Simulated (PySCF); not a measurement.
Br2Si, triplet, geometry from GFN2-xTB (the spin is typed, not shown lowest); B3LYP/def2-SVP (PySCF).

PySCF was given this input:
```python
from pyscf import gto, scf, dft

mol = gto.M(
    atom='''
Si
Br 1 2.307833
Br 1 2.307833 2 116.429455
''',
    basis='def2-svp',
    charge=0,
    spin=2,
    verbose=4,
)

mf = dft.UKS(mol)
mf.xc = 'b3lyp'
mf.kernel()
mf.analyze()
```

It wrote (shortened):

```
PySCF version 2.14.0

[INPUT] verbose = 4
[INPUT] num. atoms = 3
[INPUT] num. electrons = 84
[INPUT] charge = 0
[INPUT] spin (= nelec alpha-beta = 2S) = 2
[INPUT] symmetry False subgroup None
[INPUT] Mole.unit = angstrom
[INPUT] Symbol           X                Y                Z      unit          X                Y                Z       unit  Magmom
[...]
nuclear repulsion = 389.932862053561
number of shells = 32
number of NR pGTOs = 184
number of NR cGTOs = 82
basis = def2-svp
ecp = {}

******** <class 'pyscf.dft.uks.UKS'> ********
method = UKS
initial guess = minao
damping factor = 0
level_shift factor = 0
DIIS = <class 'pyscf.scf.diis.CDIIS'>
diis_start_cycle = 1
diis_space = 8
diis_damp = 0
SCF conv_tol = 1e-09
SCF conv_tol_grad = None
SCF max_cycles = 50
direct_scf = True
direct_scf_tol = 1e-13
number electrons alpha = 43  beta = 41
XC library pyscf.dft.libxc version 7.1.2
    S. Lehtola, C. Steigemann, M. J. T. Oliveira, and M. A. L. Marques,  SoftwareX 7, 1–5 (2018)
XC functionals = b3lyp
    P. J. Stephens, F. J. Devlin, C. F. Chabalowski, and M. J. Frisch,  J. Phys. Chem. 98, 11623 (1994)
radial grids:
    Treutler-Ahlrichs [JCP 102, 346 (1995); DOI:10.1063/1.469408] (M4) radial grids

becke partition: Becke, JCP 88, 2547 (1988); DOI:10.1063/1.454033
pruning grids: <function nwchem_prune>
grids dens level: 3
symmetrized grids: False
atomic radii adjust function: <function treutler_atomic_radii_adjust>
small_rho_cutoff = 0
Set gradient conv threshold to 3.16228e-05
tot grids = 60032
init E= -5435.14219420884

cycle= 1 E= -5437.11332381166  delta_E= -1.97  |g|= 0.197  |ddm|= 1.55

cycle= 2 E= -5437.07207931225  delta_E= 0.0412  |g|= 0.298  |ddm|= 0.755

cycle= 3 E= -5437.14172162255  delta_E= -0.0696  |g|= 0.0543  |ddm|= 0.489

cycle= 4 E= -5437.1426518025  delta_E= -0.00093  |g|= 0.00776  |ddm|= 0.0437

cycle= 5 E= -5437.14271915244  delta_E= -6.73e-05  |g|= 0.00188  |ddm|= 0.0216

cycle= 6 E= -5437.1427231592  delta_E= -4.01e-06  |g|= 0.000743  |ddm|= 0.00521

cycle= 7 E= -5437.14272405048  delta_E= -8.91e-07  |g|= 0.000224  |ddm|= 0.00249

cycle= 8 E= -5437.14272415623  delta_E= -1.06e-07  |g|= 5.72e-05  |ddm|= 0.00109

cycle= 9 E= -5437.14272416141  delta_E= -5.18e-09  |g|= 2.06e-05  |ddm|= 0.000205

cycle= 10 E= -5437.14272416182  delta_E= -4.07e-10  |g|= 3.78e-06  |ddm|= 4.95e-05

Extra cycle  E= -5437.14272416184  delta_E= -2e-11  |g|= 2.47e-06  |ddm|= 1.08e-05
converged SCF energy = -5437.14272416184  <S^2> = 2.0038292  2S+1 = 3.0025517
[...]
Total Energy =                       -5437.142724161837577
[...]
spin_pop of  1 Br 4py       0.05805
spin_pop of  1 Br 4pz       0.04141
spin_pop of  1 Br 5px       0.00025
spin_pop of  1 Br 5py       0.00056
spin_pop of  1 Br 5pz       0.00020
spin_pop of  1 Br 3dxy     -0.00001
spin_pop of  1 Br 3dyz     -0.00000
spin_pop of  1 Br 3dz^2    -0.00000
spin_pop of  1 Br 3dxz     -0.00001
spin_pop of  1 Br 3dx2-y2   -0.00001
spin_pop of  1 Br 4dxy      0.00118
spin_pop of  1 Br 4dyz      0.00001
spin_pop of  1 Br 4dz^2    -0.00014
spin_pop of  1 Br 4dxz     -0.00019
spin_pop of  1 Br 4dx2-y2   -0.00024
spin_pop of  1 Br 5dxy      0.00004
spin_pop of  1 Br 5dyz      0.00000
spin_pop of  1 Br 5dz^2     0.00000
spin_pop of  1 Br 5dxz      0.00001
spin_pop of  1 Br 5dx2-y2    0.00001
spin_pop of  2 Br 1s        0.00000
spin_pop of  2 Br 2s        0.00000
spin_pop of  2 Br 3s       -0.00007
spin_pop of  2 Br 4s       -0.00067
spin_pop of  2 Br 5s        0.00020
spin_pop of  2 Br 2px      -0.00000
spin_pop of  2 Br 2py       0.00000
spin_pop of  2 Br 2pz       0.00000
spin_pop of  2 Br 3px      -0.00000
spin_pop of  2 Br 3py       0.00001
spin_pop of  2 Br 3pz       0.00005
spin_pop of  2 Br 4px      -0.00983
spin_pop of  2 Br 4py       0.05805
spin_pop of  2 Br 4pz       0.20787
spin_pop of  2 Br 5px       0.00014
spin_pop of  2 Br 5py       0.00056
spin_pop of  2 Br 5pz       0.00031
spin_pop of  2 Br 3dxy     -0.00000
spin_pop of  2 Br 3dyz     -0.00001
spin_pop of  2 Br 3dz^2    -0.00001
spin_pop of  2 Br 3dxz     -0.00001
spin_pop of  2 Br 3dx2-y2   -0.00000
spin_pop of  2 Br 4dxy      0.00017
spin_pop of  2 Br 4dyz      0.00102
spin_pop of  2 Br 4dz^2    -0.00059
spin_pop of  2 Br 4dxz      0.00003
spin_pop of  2 Br 4dx2-y2    0.00000
spin_pop of  2 Br 5dxy      0.00001
spin_pop of  2 Br 5dyz      0.00003
spin_pop of  2 Br 5dz^2     0.00002
spin_pop of  2 Br 5dxz      0.00000
spin_pop of  2 Br 5dx2-y2    0.00000
 ** Mulliken Spin Density (per atom)  **
spin density of  0 Si =      1.48545
spin density of  1 Br =      0.25728
spin density of  2 Br =      0.25728
 ** Mulliken pop alpha/beta on meta-lowdin orthogonal AOs **
 ** Mulliken pop       alpha | beta **
In total            43.00000 | 41.00000
 ** Mulliken atomic charges   ( Nelec_alpha | Nelec_beta ) **
charge of  0Si =      0.27827  (     7.60359      6.11814 )
charge of  1Br =     -0.13914  (    17.69821     17.44093 )
charge of  2Br =     -0.13914  (    17.69821     17.44093 )
Dipole moment(X, Y, Z, Debye): -0.45262,  0.00000, -0.73047
```
